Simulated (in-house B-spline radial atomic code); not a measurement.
The numbers below are computed, except where a source is named.
# Building a PAW d channel for Mo, r_c = 1.58 bohr

Mo, [Kr] 4d5 5s1, non-relativistic PBE, spherical and spin-unpolarised, from an all-electron radial atomic-structure program (B-spline basis) (atomic units; all potentials screened as in the neutral atom).

Two all-electron partial waves φ1, φ2 are integrated outwards at E1 = ε(4d) = -0.146664 and E2 = E1 + 0.5 hartree; φ1 is the bound orbital and φ2 has unit norm inside r_c = 1.5774 bohr. Smooth partners are polynomials, r^3(a0 + a1 r² + a2 r⁴ + a3 r⁶), matched to φ and three derivatives at r_c, with no condition on the norm. The local potential is -13.4562 + (12.6633) r² + (-5.02275) r⁴ + (0.742796) r⁶ inside 1.2915 bohr and the all-electron one outside.

| wave | φ(r_c) | φ'(r_c) | a0 | a1 | a2 | a3 |
| --- | --- | --- | --- | --- | --- | --- |
| 1 | 0.7284275 | -0.1656763 | 1.216804 | -0.8469582 | 0.2314346 | -0.02315226 |
| 2 | 0.8917187 | -1.081528 | 2.14626 | -1.590864 | 0.4389655 | -0.04403671 |

Inside r_c the overlaps are <φi φj> = [[0.41395, 0.64008], [0.64008, 1.00000]] and, for the smooth waves, [[0.35849, 0.54045], [0.54045, 0.82161]]. With χj = (Ej − T − V_local) applied to smooth wave j, the program's quadrature gives the matrix B_ij = <smooth i, χj> as [[0.06921, 0.08542], [0.13523, 0.18126]].

Check the match of the first wave, and find the augmentation charges q_ij.

At r_c the four terms are 4.77580, -8.27125, 5.62369, -1.39981, which sum to 0.7284, φ1(r_c) to rounding. q_ij is the all-electron overlap less the smooth one: [[0.05546, 0.09963], [0.09963, 0.17839]]. The smooth first wave has a norm of 0.3585 inside r_c against 0.4139, and q11 > 0 puts back the missing charge.

B isn't symmetric. Show that D_ij = B_ij + Ej q_ij is.

Integrating by parts gives B12 − B21 = (E1 − E2) q12: 0.08542 − (0.13523) = -0.04982, and −0.5 × (0.09963) = -0.04981. So D12 = 0.08542 + (0.353336)(0.09963) = 0.12062 and D21 = 0.13523 + (-0.146664)(0.09963) = 0.12062; D11 = 0.06108, D22 = 0.24429. The projectors, p = (B⁻¹)ᵀ χ, are dual to the smooth waves; det B = 0.00099, small beside B11 B22, as the two smooth waves look alike inside r_c.

Solving (T + V_local + Σ p D p) ψ = E (1 + Σ p q p) ψ in a sphere of 9 bohr, whose wall lifts the free-atom level a little, gives these levels:

```tsv
all-electron	one projector	two projectors
-0.146554	-0.146553	-0.146553
0.123364	0.122827	0.123364
0.421133	0.416024	0.421133
0.869403	0.840469	0.869402
1.457150	1.331560	1.457140
```

What does the second projector gain?

With one projector the errors are 0.00, -0.54, -5.11, -28.93, -125.59 millihartree. With two the errors are 0.00, 0.00, 0.00, 0.00, -0.01 millihartree. The scattering is exact at E1 and at E2 = 0.353, and over all levels compared the largest error is under 0.01 millihartree. The lowest eigenvalue of the overlap operator is 1 with one and 0.9517 with two projectors. The smooth orbital alone needs a cutoff of 19 hartree for 1 millihartree of kinetic energy, against 21 for a norm-conserving Troullier-Martins orbital of the same radius.
